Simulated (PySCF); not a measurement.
# Working out the ionisation energy of O⁺

O⁺ [He] 2s2 2p3 (4S) → O²⁺ [He] 2s2 2p2 (3P). Computed with PySCF 2.14 in cc-pVTZ (4s3p2d1f, 30 functions), with no relativity, point nucleus. Frozen: 1s2. Energies in hartree (1 hartree = 27.21139 eV):

```tsv
part	O⁺ (lower)	O²⁺ (upper)
UHF	-74.370374	-73.100027
CCSD correlation	-0.112698	-0.096443
(T)	-0.001599	-0.001309
```

What does Hartree-Fock give?

(-73.100027) − (-74.370374) = 1.270347 hartree = 34.568 eV.

What do CCSD and CCSD(T) give?

The CCSD correlation energies differ by 0.016255 hartree = 0.442 eV and the triples by 0.000290 hartree = 0.008 eV, so CCSD gives 35.010 eV and CCSD(T) 35.018 eV.

Reference: 35.121 eV (measured; NIST Atomic Spectra Database, ionization energies), between the lowest levels; spin-orbit coupling is absent from the calculation.

What remains against the reference includes basis incompleteness, the frozen core and higher excitations.
